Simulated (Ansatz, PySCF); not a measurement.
C4H12O2Si (SMILES CC(C)(C)O[SiH2]O), singlet, geometry from GFN2-xTB, with bond 16-6 at 1.4 times its length. Base run: PySCF with CASSCF(4,3)/STO-3G.

Input for PySCF:
```python
from pyscf import gto, scf, mcscf
import numpy

mol = gto.Mole()
mol.atom = '''
    Si    1.39328720    0.68185116    0.54759366
    O     2.79007369    0.43052860   -0.23555445
    O     0.30968948   -0.16499474   -0.30676895
    C    -1.07854826   -0.34847395   -0.17129267
    C    -1.50154092   -1.28253432   -1.31079109
    C    -1.80041815    0.99419189   -0.29706263
    C    -1.39655605   -0.99091239    1.17993338
    H     1.52779767    0.18306554    1.91689473
    H     1.14198271    2.12124766    0.52442429
    H     2.81234132   -0.20389860   -0.94730658
    H    -1.25397058   -0.83140768   -2.26843521
    H    -0.97224113   -2.22855296   -1.22837152
    H    -2.57083108   -1.46998322   -1.27284043
    H    -1.51600411    1.47977927   -1.22710620
    H    -1.52395248    1.64249287    0.53017758
    H    -3.30734328    0.78686047   -0.28502641
    H    -0.82689747   -1.90958484    1.29502368
    H    -1.12665307   -0.31323344    1.98548437
    H    -2.45652424   -1.21983732    1.24807475
'''
mol.basis = 'sto-3g'
mol.verbose = 4
mol.build()

mf = scf.RHF(mol)
mf.kernel()
mc = mcscf.CASSCF(mf, 3, 4)
mc.fix_spin_(ss=0.0)
mc.kernel()
occ = numpy.linalg.eigvalsh(mc.fcisolver.make_rdm1(mc.ci, mc.ncas, mc.nelecas))[::-1]
ss = mc.fcisolver.spin_square(mc.ci, mc.ncas, mc.nelecas)[0]
print('natural occupations', occ.round(4), ' <S^2>', round(ss, 4))
```

Programs used: Ansatz (a program for electronic structure), PySCF; a row that names a program was run with it.

The base run was repeated with changes; each row names its change, and settings that it needs were set with it.

| change | ΔE vs base (kcal/mol) | natural occupations | <S^2> of the state | outcome |
|---|---|---|---|---|
| base | 0.000 | 2.00 1.92 0.08 | 0.00 | converged |
| active space = 8 electrons, 7 orbitals | - | - | - | not converged |
| fix_spin_ = off | 0.000 | 2.00 1.92 0.08 | 0.00 | converged |
| active space = 2 electrons, 4 orbitals | 15.15 | 1.98 0.02 0.00 0.00 | 0.00 | converged |
| start = MP2 natural orbitals | -0.200 | 2.00 1.92 0.08 | 0.00 | converged |
| correction = SC-NEVPT2 | -189.0 | 2.00 1.92 0.08 | 0.00 | converged |
| orbitals = fixed (CASCI); correction = SC-NEVPT2 | -178.6 | 2.00 2.00 0.00 | 0.00 | converged |
| conv_tol = 1e-5 | 0.000 | 2.00 1.92 0.08 | 0.00 | converged |
| state_average = 2 states | 24.37 | - | - | converged |
| active space = 8 electrons, 6 orbitals | -8.02 | 2.00 2.00 1.98 1.92 0.08 0.02 | 0.00 | converged |
| code = ansatz; correction = SC-NEVPT2, all electrons | -188.7 | - | - | converged |

Active orbitals are taken around the Fermi level unless the row says otherwise; CASSCF can end in different local minima, and two programs can end on different orbitals. State-averaged rows give the lowest state.
